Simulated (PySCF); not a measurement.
Job file and geometry (Å, from GFN2-xTB) of an NMR shielding run on `C#CB1SCCS1`, C4H5BS2, PySCF 2.14.0, density-fitted response routines, GIAO PBE0/pcSseg-1 NMR shielding, non-relativistic, gas phase; density fitting, a coarse starting grid and PySCF grid level 2 are the driver's defaults:

```
$ OMP_NUM_THREADS=1 python probes_run.py task.json out

{"job": {"kind": "nmr", "xc": "PBE0", "basis": "pcSseg-1"}, "charge": 0, "multiplicity": 1}
C      3.613632     0.266546    -0.253581
C      2.417375     0.175574    -0.142944
B      0.929122     0.064836    -0.001208
S     -0.009813    -1.292597    -0.708214
C     -1.584003    -0.866984     0.141240
C     -1.672492     0.628005     0.344332
S     -0.043047     1.283209     0.890293
H      4.657130     0.346356    -0.350310
H     -1.580231    -1.398092     1.094711
H     -2.401004    -1.237464    -0.476206
H     -1.921634     1.143692    -0.584833
H     -2.403836     0.886233     1.108953
```

Task: What does the program print?

Result: 
```
coarse grid: 11784 points
cycle   1  E = -976.0387486482  dE =  9.695e-01  |g| = 3.309e-01  |ddm| = 3.449e+00
cycle   2  E = -976.0361453284  dE =  2.603e-03  |g| = 3.535e-01  |ddm| = 8.902e-01
cycle   3  E = -976.0649462756  dE = -2.880e-02  |g| = 1.537e-01  |ddm| = 4.355e-01
cycle   4  E = -976.0706654660  dE = -5.719e-03  |g| = 3.246e-02  |ddm| = 1.153e-01
cycle   5  E = -976.0709254326  dE = -2.600e-04  |g| = 9.318e-03  |ddm| = 3.621e-02
cycle   6  E = -976.0709482815  dE = -2.285e-05  |g| = 2.658e-03  |ddm| = 1.064e-02
cycle   7  E = -976.0709498952  dE = -1.614e-06  |g| = 9.618e-04  |ddm| = 3.657e-03
final grid: 106392 points
cycle   8  E = -976.1170351608  dE = -2.125e-05  |g| = 1.015e-02  |ddm| = 3.199e-02
cycle   9  E = -976.1170138461  dE =  2.131e-05  |g| = 1.362e-02  |ddm| = 2.203e-02
cycle  10  E = -976.1170610816  dE = -4.724e-05  |g| = 9.222e-04  |ddm| = 1.310e-02
cycle  11  E = -976.1170613099  dE = -2.283e-07  |g| = 2.319e-04  |ddm| = 1.290e-03
cycle  12  E = -976.1170613216  dE = -1.170e-08  |g| = 1.275e-04  |ddm| = 2.800e-04
cycle  13  E = -976.1170613253  dE = -3.681e-09  |g| = 4.198e-05  |ddm| = 1.018e-04
cycle  14  E = -976.1170613257  dE = -4.256e-10  |g| = 1.157e-05  |ddm| = 4.429e-05
converged SCF energy = -976.1170613257

GIAO shielding tensors (ppm)
atom      isotropic    diamagn.    paramagn.     s11        s22        s33       span
  0 C       65.579     260.170    -194.591      8.007     12.404    176.326    168.319
  1 C       99.907     254.891    -154.984     -3.735      2.363    301.093    304.828
  2 B       48.722     193.701    -144.979      5.849     35.332    104.984     99.135
  3 S      392.333    1056.564    -664.231    240.597    391.543    544.858    304.262
  4 C      142.485     250.929    -108.444     99.064    161.274    167.117     68.053
  5 C      142.415     250.857    -108.442     98.944    161.236    167.064     68.119
  6 S      391.530    1056.464    -664.935    239.294    390.953    544.342    305.048
  7 H       28.094      32.642      -4.548     24.550     24.951     34.781     10.231
  8 H       28.476      29.938      -1.462     22.822     27.120     35.488     12.666
  9 H       28.397      29.286      -0.890     22.512     26.577     36.101     13.589
 10 H       28.473      30.043      -1.571     22.815     27.116     35.487     12.673
 11 H       28.396      29.167      -0.771     22.516     26.574     36.099     13.583
```

Size and cost of the density-fitted run: 158 basis functions, 13 s wall time on 1 thread of an Arm Neoverse V2, shared host; peak memory 0.84 GiB.
